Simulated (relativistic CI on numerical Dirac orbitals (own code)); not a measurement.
## Sb15+: q coefficients and field-shift factors

Method of calculation: Dirac-Coulomb-Breit CI, KLI orbitals optimised for each configuration, derivatives by finite differences, unscaled Slater integrals, QED left out (own radial code, finite nucleus).

CI space (outside the closed core [Ar] 3d10): 4s²4p⁶, 4s²4p⁵4d, 4s4p⁶4d, 4s²4p⁵4f, 4s4p⁶4f, 4p⁶4d², 4p⁵4d³, 4p⁵4d²4f. Double excitations out of closed p, d and f shells are left out; levels of such configurations are missing from the list, as are those of other unlisted configurations, and high levels can miss mixing partners.

With x = (α/α₀)² − 1 an excitation energy changes as ω = ω₀ + qx; K = 2q/ω₀ is the relative enhancement. Terms are leading LS components, so labels can repeat. The field-shift factor is F = δν/δ⟨r²⟩ for the transition from the lowest level.

Lowest level 4s²4p⁶ ¹S0.

```csv
Level,ω₀ (cm⁻¹),q (cm⁻¹),F (GHz/fm²)
4s²4p⁵4d ³P°0,556707,7258,1.77
4s²4p⁵4d ³P°1,566894,12930,1.74
4s²4p⁵4d ³P°2,586668,20870,1.73
4s²4p⁵4d ³F°3,586743,11010,1.56
4s²4p⁵4d ³F°4,588252,23140,1.7
4s²4p⁵4d ¹D°2,601817,20390,1.67
4s²4p⁵4d ³D°3,625440,22510,2.04
4s²4p⁵4d ³D°1,654922,53610,0.826
4s²4p⁵4d ³F°2,670730,97120,-0.854
4s²4p⁵4d ³D°2,692018,110800,-0.479
4s²4p⁵4d ¹F°3,699848,114000,-0.68
4s²4p⁵4d ¹P°1,822022,65820,0.899
4s4p⁶4d ³D1,1073440,116700,-111
4s4p⁶4d ³D2,1079966,123100,-112
4s4p⁶4d ³D3,1091701,136200,-113
4s4p⁶4d ¹D2,1154907,138000,-123
4s²4p⁵4f ³G5,1297530,18590,5.34
4s²4p⁵4f ³G4,1305381,19090,5.28
4s²4p⁵4f ³D1,1306954,28030,-6.91
4s²4p⁵4f ³D2,1312565,28500,-5.2
4s²4p⁵4f ³F3,1318456,21540,4.42
4s²4p⁵4f ³D3,1319572,26790,-1.32
4s²4p⁵4f ³F4,1326812,19090,5.4
```

At this charge energies of transitions that change n are usually good to better than 1 %, and those within a shell (Δn = 0) to a few per cent. Levels and lines within the n = 5 or 6 shells can be off by up to 10 % or somewhat more, and those that change n by about 2 %, since core polarisation is missing.

Task: Which transition from the lowest level has the largest |K|?

Result: 4s²4p⁵4d ¹F°3 at 699848 cm⁻¹, K = 0.326.
